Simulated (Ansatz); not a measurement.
The same path of CH₃BClO (7 atoms, charge -1, multiplicity 1) was run twice with different band settings. The coordinate that changes most is the dihedral Cl4–B2–O3–H7.

Theory: Ansatz, RKS B3LYP-D4/def2-SVP.

Relaxed end points:

```xyz
7
Properties=species:S:1:pos:R:3
C -0.567 1.037 -0.066
B 0.096 -0.243 0.006
O 1.443 -0.545 0.318
Cl -0.861 -1.885 -0.348
H -0.032 1.978 0.134
H -1.626 1.159 -0.319
H 1.547 -1.501 0.275
```

```xyz
7
Properties=species:S:1:pos:R:3
C -0.475 0.875 -0.055
B -0.049 -0.513 -0.049
O 1.235 -1.047 0.231
Cl -1.230 -1.932 -0.443
H 0.216 1.705 0.175
H -1.497 1.200 -0.284
H 1.799 -0.288 0.424
```

Common settings: movable images 7; climbing image yes; spring 5.0 eV/Å²; optimiser quadratic models (default); start path through a guess of the saddle point; force threshold 0.05 eV/Å; end points relaxed.

| run | iteration limit |
| --- | --- |
| 1 | 60 |
| 2 | 10 |

Task: What does each run give, and how far can it be trusted?

Result: Run 1: converged after 7 iterations, highest image 0.147 eV above the first end. A vibrational analysis at the climbing image gives one clearly imaginary mode, 339i cm⁻¹: a first-order saddle point.
Run 2: converged after 7 iterations, highest image 0.147 eV above the first end. Another band between the same ends (7 images) ends at a top of the same energy, where a vibrational analysis finds 1 clearly imaginary mode.
Limits of this set-up: an anion without diffuse functions, the dipole of an ion depends on the origin.
